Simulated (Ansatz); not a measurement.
A short molecular-dynamics run on CH6BFOSi (`B[Si](C)(O)F`).

```yaml
crystal:
  periodic: [false, false, false]
  atoms:
    - {symbol: B, position_ang: [1.080224, 1.256749, 1.022045]}
    - {symbol: Si, position_ang: [0.378859, -0.042416, -0.345937]}
    - {symbol: C, position_ang: [-1.454601, -0.331285, -0.220139]}
    - {symbol: O, position_ang: [1.251157, -1.419299, -0.138954]}
    - {symbol: F, position_ang: [0.631496, 0.482838, -1.846783]}
    - {symbol: H, position_ang: [1.476580, 2.347484, 0.736649]}
    - {symbol: H, position_ang: [1.078145, 0.960295, 2.180899]}
    - {symbol: H, position_ang: [-1.719210, -0.740575, 0.757595]}
    - {symbol: H, position_ang: [-2.011902, 0.597856, -0.365861]}
    - {symbol: H, position_ang: [-1.784663, -1.037459, -0.988033]}
    - {symbol: H, position_ang: [1.139315, -2.131386, -0.771081]}
basis:
  gaussian: {orbitals: "6-31G*"}
magnetization: {spin_polarized: true, initial_magnetization: 0}
hamiltonian: {xc: {name: BLYP}, dispersion: d3bjatm}
md: {timestep: 0.5 fs, n_steps: 30, ensemble: nvt_langevin, temperature: 700, initial_velocities: maxwell_boltzmann, friction: 0.01, seed: 472}
```

```sh
$ ansatz run in.yaml --threads 4 --pin off --events-out ev --progress --plain --max-ram 10444MiB
```

```
step  time (fs)  potential energy (eV)  kinetic (eV)  T (K)  conserved (eV)
   0        0.0            -14452.4318        0.9048    636               –
   1        0.5            -14452.4159        0.8873    624               –
   2        1.0            -14452.3448        0.7994    562               –
   3        1.5            -14452.2405        0.6804    479               –
   4        2.0            -14452.1303        0.5939    418               –
   5        2.5            -14452.0429        0.4835    340               –
   6        3.0            -14451.9980        0.4421    311               –
   7        3.5            -14452.0009        0.4322    304               –
   8        4.0            -14452.0314        0.5394    379               –
   9        4.5            -14452.0694        0.5468    385               –
  10        5.0            -14452.1034        0.6496    457               –
  11        5.5            -14452.1184        0.6407    451               –
  12        6.0            -14452.1117        0.5986    421               –
  13        6.5            -14452.0906        0.5650    397               –
  14        7.0            -14452.0644        0.6018    423               –
  15        7.5            -14452.0391        0.5633    396               –
  16        8.0            -14452.0157        0.5574    392               –
  17        8.5            -14451.9941        0.5125    360               –
  18        9.0            -14451.9764        0.4891    344               –
  19        9.5            -14451.9642        0.4672    329               –
  20       10.0            -14451.9604        0.4739    333               –
  21       10.5            -14451.9659        0.4945    348               –
  22       11.0            -14451.9795        0.5330    375               –
  23       11.5            -14451.9942        0.5576    392               –
  24       12.0            -14452.0042        0.5696    401               –
  25       12.5            -14452.0044        0.5884    414               –
  26       13.0            -14451.9992        0.5953    419               –
  27       13.5            -14451.9994        0.5683    400               –
  28       14.0            -14452.0026        0.5967    420               –
  29       14.5            -14452.0074        0.6510    458               –
  30       15.0            -14452.0120        0.6931    487               –
```

Velocities are drawn at the set temperature; a run this short doesn't reach equilibrium.

Frames (Å, forces in eV/Å):

```xyz
11
time=0.0 fs
B     1.080    1.257    1.022   -0.014   -0.059    0.015
Si    0.379   -0.042   -0.346   -0.245    0.504    0.600
C    -1.455   -0.331   -0.220   -0.107    0.001    0.064
O     1.251   -1.419   -0.139    0.745   -0.278    0.849
F     0.631    0.483   -1.847    0.170    0.420   -1.057
H     1.477    2.347    0.737    0.044    0.151   -0.023
H     1.078    0.960    2.181    0.006   -0.009    0.143
H    -1.719   -0.741    0.758   -0.119   -0.126    0.294
H    -2.012    0.598   -0.366   -0.211    0.273   -0.041
H    -1.785   -1.037   -0.988   -0.134   -0.215   -0.227
H     1.139   -2.131   -0.771   -0.136   -0.663   -0.617
11
time=1.0 fs
B     1.072    1.256    1.014   -0.111   -0.729    1.302
Si    0.374   -0.046   -0.349   -0.088    0.730    0.734
C    -1.448   -0.328   -0.213   -0.665    0.519   -1.904
O     1.259   -1.411   -0.134    0.597   -1.497   -0.169
F     0.632    0.484   -1.844    0.159    0.425   -1.181
H     1.486    2.326    0.756    0.189    0.572   -0.155
H     1.061    0.948    2.230   -0.013    0.249   -0.985
H    -1.714   -0.732    0.727   -0.472   -0.563    1.428
H    -2.044    0.604   -0.402    0.316   -0.416    0.182
H    -1.760   -1.055   -1.007    0.064    0.247    0.343
H     1.165   -2.134   -0.807    0.024    0.464    0.406
11
time=2.0 fs
B     1.064    1.254    1.006   -0.152   -1.113    2.090
Si    0.369   -0.050   -0.351    0.082    0.949    0.844
C    -1.441   -0.324   -0.206   -1.084    0.852   -3.482
O     1.266   -1.404   -0.131    0.543   -2.170   -0.791
F     0.632    0.485   -1.841    0.145    0.421   -1.281
H     1.499    2.312    0.773    0.271    0.800   -0.222
H     1.044    0.934    2.269   -0.021    0.411   -1.669
H    -1.712   -0.727    0.707   -0.772   -0.929    2.308
H    -2.070    0.606   -0.433    0.718   -0.870    0.387
H    -1.738   -1.069   -1.024    0.184    0.598    0.795
H     1.187   -2.127   -0.838    0.086    1.051    1.022
11
time=3.0 fs
B     1.056    1.252    1.001   -0.059   -1.141    2.441
Si    0.365   -0.053   -0.353    0.256    1.125    0.987
C    -1.435   -0.319   -0.201   -1.453    0.612   -3.882
O     1.274   -1.398   -0.128    0.511   -2.321   -1.014
F     0.632    0.486   -1.837    0.143    0.425   -1.395
H     1.518    2.306    0.790    0.230    0.739   -0.222
H     1.031    0.919    2.292   -0.038    0.497   -1.988
H    -1.712   -0.730    0.706   -0.797   -0.900    2.292
H    -2.086    0.599   -0.457    0.888   -0.999    0.513
H    -1.716   -1.084   -1.031    0.219    0.813    1.047
H     1.210   -2.108   -0.860    0.098    1.151    1.220
11
time=4.0 fs
B     1.047    1.248    0.998    0.135   -0.925    2.522
Si    0.361   -0.056   -0.354    0.496    1.243    1.092
C    -1.431   -0.313   -0.200   -1.819   -0.222   -2.940
O     1.281   -1.395   -0.126    0.446   -1.972   -0.810
F     0.633    0.487   -1.834    0.135    0.410   -1.467
H     1.541    2.303    0.811    0.101    0.499   -0.208
H     1.018    0.904    2.292   -0.059    0.522   -2.026
H    -1.717   -0.740    0.729   -0.485   -0.409    1.244
H    -2.090    0.582   -0.476    0.809   -0.811    0.533
H    -1.689   -1.094   -1.027    0.151    0.845    1.089
H     1.229   -2.081   -0.866    0.091    0.821    0.971
11
time=5.0 fs
B     1.036    1.243    0.997    0.408   -0.504    2.400
Si    0.356   -0.057   -0.355    0.785    1.309    1.216
C    -1.427   -0.308   -0.202   -1.995   -1.192   -1.498
O     1.290   -1.392   -0.125    0.344   -1.237   -0.220
F     0.634    0.489   -1.831    0.124    0.391   -1.531
H     1.564    2.306    0.832   -0.108    0.120   -0.187
H     1.001    0.894    2.274   -0.078    0.491   -1.856
H    -1.727   -0.751    0.763   -0.078    0.175   -0.048
H    -2.087    0.557   -0.490    0.536   -0.402    0.446
H    -1.652   -1.098   -1.017   -0.019    0.696    0.957
H     1.246   -2.052   -0.858    0.080    0.152    0.320
11
time=6.0 fs
B     1.025    1.236    0.999    0.711   -0.009    2.058
Si    0.351   -0.057   -0.355    1.091    1.329    1.332
C    -1.424   -0.304   -0.204   -1.876   -1.984   -0.033
O     1.298   -1.389   -0.124    0.224   -0.283    0.628
F     0.635    0.492   -1.829    0.106    0.367   -1.569
H     1.585    2.310    0.853   -0.340   -0.272   -0.172
H     0.984    0.885    2.242   -0.103    0.405   -1.459
H    -1.741   -0.763    0.796    0.267    0.645   -1.063
H    -2.075    0.531   -0.501    0.084    0.189    0.280
H    -1.616   -1.093   -0.998   -0.236    0.315    0.589
H     1.265   -2.021   -0.848    0.073   -0.702   -0.592
11
time=7.0 fs
B     1.014    1.230    1.002    0.960    0.428    1.411
Si    0.346   -0.056   -0.355    1.354    1.356    1.383
C    -1.423   -0.303   -0.207   -1.635   -2.315    1.137
O     1.307   -1.386   -0.122    0.100    0.302    1.138
F     0.636    0.496   -1.828    0.076    0.330   -1.558
H     1.601    2.308    0.870   -0.511   -0.523   -0.168
H     0.966    0.876    2.196   -0.138    0.237   -0.739
H    -1.757   -0.772    0.814    0.493    0.907   -1.575
H    -2.065    0.509   -0.510   -0.336    0.720    0.098
H    -1.587   -1.086   -0.972   -0.450   -0.242    0.026
H     1.279   -1.999   -0.845    0.088   -1.200   -1.153
11
time=8.0 fs
B     1.002    1.224    1.006    1.163    0.882    0.315
Si    0.342   -0.055   -0.354    1.578    1.348    1.362
C    -1.422   -0.304   -0.209   -1.499   -2.189    1.825
O     1.315   -1.382   -0.121   -0.022    0.183    0.885
F     0.636    0.500   -1.825    0.045    0.299   -1.540
H     1.607    2.304    0.885   -0.612   -0.640   -0.181
H     0.951    0.870    2.138   -0.200   -0.085    0.459
H    -1.772   -0.775    0.815    0.591    1.002   -1.665
H    -2.060    0.496   -0.523   -0.536    0.932   -0.015
H    -1.563   -1.087   -0.946   -0.620   -0.752   -0.525
H     1.295   -1.992   -0.854    0.111   -0.980   -0.919
11
time=9.0 fs
B     0.992    1.221    1.011    1.274    1.263   -1.008
Si    0.338   -0.053   -0.352    1.739    1.277    1.299
C    -1.424   -0.308   -0.209   -1.461   -1.781    1.814
O     1.325   -1.378   -0.119   -0.134   -0.371    0.103
F     0.637    0.503   -1.823    0.014    0.274   -1.503
H     1.607    2.294    0.894   -0.618   -0.601   -0.182
H     0.935    0.865    2.088   -0.275   -0.496    1.854
H    -1.779   -0.769    0.802    0.542    0.934   -1.381
H    -2.057    0.497   -0.535   -0.475    0.753   -0.031
H    -1.543   -1.101   -0.923   -0.725   -0.959   -0.830
H     1.313   -1.991   -0.876    0.120   -0.293   -0.135
11
time=10.0 fs
B     0.983    1.219    1.014    1.292    1.409   -1.862
Si    0.334   -0.050   -0.349    1.835    1.137    1.150
C    -1.428   -0.313   -0.208   -1.397   -1.360    1.036
O     1.335   -1.375   -0.116   -0.228   -0.869   -0.672
F     0.637    0.506   -1.823   -0.021    0.240   -1.415
H     1.602    2.279    0.897   -0.545   -0.437   -0.173
H     0.918    0.856    2.059   -0.335   -0.781    2.768
H    -1.781   -0.757    0.774    0.331    0.667   -0.676
H    -2.062    0.501   -0.544   -0.271    0.400   -0.002
H    -1.527   -1.126   -0.910   -0.754   -0.783   -0.808
H     1.337   -1.993   -0.900    0.092    0.378    0.653
11
time=11.0 fs
B     0.974    1.220    1.015    1.145    1.120   -1.861
Si    0.331   -0.046   -0.347    1.888    0.901    1.001
C    -1.434   -0.320   -0.205   -1.240   -0.904   -0.543
O     1.345   -1.373   -0.114   -0.335   -1.007   -1.098
F     0.638    0.509   -1.823   -0.052    0.208   -1.321
H     1.587    2.260    0.896   -0.362   -0.100   -0.165
H     0.901    0.840    2.052   -0.338   -0.789    2.823
H    -1.779   -0.743    0.738   -0.069    0.210    0.475
H    -2.069    0.510   -0.557    0.033   -0.095    0.111
H    -1.519   -1.158   -0.907   -0.718   -0.277   -0.500
H     1.360   -1.991   -0.917    0.050    0.733    1.080
11
time=12.0 fs
B     0.966    1.222    1.016    0.867    0.424   -0.908
Si    0.327   -0.041   -0.344    1.922    0.609    0.808
C    -1.440   -0.326   -0.202   -0.949   -0.460   -2.523
O     1.355   -1.373   -0.113   -0.466   -0.766   -1.084
F     0.638    0.513   -1.824   -0.092    0.168   -1.185
H     1.570    2.243    0.897   -0.135    0.298   -0.159
H     0.882    0.815    2.072   -0.260   -0.446    1.918
H    -1.781   -0.726    0.705   -0.584   -0.370    1.879
H    -2.076    0.520   -0.571    0.312   -0.544    0.244
H    -1.522   -1.192   -0.912   -0.635    0.357   -0.054
H     1.383   -1.981   -0.922    0.021    0.730    1.064
11
time=13.0 fs
B     0.958    1.224    1.016    0.513   -0.446    0.481
Si    0.325   -0.036   -0.342    1.884    0.307    0.633
C    -1.448   -0.333   -0.200   -0.703   -0.213   -3.940
O     1.365   -1.372   -0.113   -0.607   -0.284   -0.734
F     0.638    0.516   -1.828   -0.126    0.128   -1.038
H     1.550    2.230    0.899    0.099    0.687   -0.139
H     0.858    0.785    2.114   -0.122    0.097    0.550
H    -1.787   -0.716    0.689   -0.932   -0.719    2.754
H    -2.084    0.527   -0.586    0.524   -0.906    0.384
H    -1.530   -1.224   -0.920   -0.551    0.895    0.349
H     1.404   -1.964   -0.919    0.021    0.454    0.698
11
time=14.0 fs
B     0.949    1.225    1.016    0.195   -1.135    1.533
Si    0.324   -0.031   -0.341    1.801   -0.006    0.455
C    -1.455   -0.342   -0.201   -0.785   -0.382   -3.913
O     1.372   -1.372   -0.114   -0.769    0.507    0.082
F     0.639    0.518   -1.832   -0.152    0.090   -0.882
H     1.529    2.223    0.897    0.289    0.992   -0.096
H     0.830    0.753    2.158    0.022    0.556   -0.508
H    -1.799   -0.714    0.700   -0.806   -0.552    2.374
H    -2.088    0.529   -0.600    0.619   -1.112    0.484
H    -1.544   -1.249   -0.926   -0.480    1.196    0.608
H     1.422   -1.943   -0.904    0.067   -0.154   -0.137
11
time=15.0 fs
B     0.939    1.226    1.018    0.032   -1.491    2.205
Si    0.325   -0.025   -0.340    1.669   -0.369    0.265
C    -1.462   -0.353   -0.207   -0.997   -0.852   -2.806
O     1.379   -1.372   -0.114   -0.946    1.384    1.067
F     0.638    0.521   -1.837   -0.168    0.062   -0.723
H     1.509    2.223    0.895    0.364    1.111   -0.037
H     0.807    0.723    2.197    0.133    0.878   -1.201
H    -1.820   -0.712    0.730   -0.351   -0.113    1.193
H    -2.083    0.519   -0.609    0.525   -1.039    0.453
H    -1.563   -1.267   -0.927   -0.410    1.272    0.715
H     1.446   -1.923   -0.888    0.149   -0.844   -1.132
```

It took 44 s on 4 threads of an Arm Neoverse V1 on a shared host, with 0.16 GiB of host memory at the peak.
